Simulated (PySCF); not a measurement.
How methods differ on the ionisation energy of Ce³⁷⁺

Ce³⁷⁺ [Ar] 3d3 [3d3/2^3, M_J = 3/2] → Ce³⁸⁺ [Ar] 3d2 [3d3/2^2, M_J = 2], as a difference of total energies. Calculation: PySCF 2.14, in an even-tempered Gaussian basis (16 s from 7.3 bohr⁻², ratio 2.8; 12 p from 9.5 bohr⁻², ratio 2.8; 8 d from 9.5 bohr⁻², ratio 2.8; 3 f from 31 bohr⁻², ratio 3); the two-component X2C-1e Hamiltonian. Correlated levels: [Ne] frozen; the 74 highest virtual spinors dropped. "Screened" scales the spin-orbit matrix elements by Boettger's factors to mimic the two-electron term; Breit and QED terms are absent.

```csv
method,ionisation energy (eV)
GHF (spin-free),2594.1
GMP2 (spin-free),2593.9
GHF (screened spin-orbit),2598.9
GMP2 (screened spin-orbit),2599.6
```

Breit and QED terms and the two-electron picture change are absent.

The spin-free rows relax to the high-spin LS determinant and lack the spin-orbit shift.

The labels give the starting determinants; with spin-orbit coupling the two ends relaxed to ⟨J²⟩ = 3.92, ⟨L²⟩ = 8.61, ⟨S²⟩ = 2.32 and ⟨J²⟩ = 6.05, ⟨L²⟩ = 10.40, ⟨S²⟩ = 1.56.

For comparison: 2600 ± 4 eV (theoretical estimate listed by NIST; NIST Atomic Spectra Database, ionization energies).
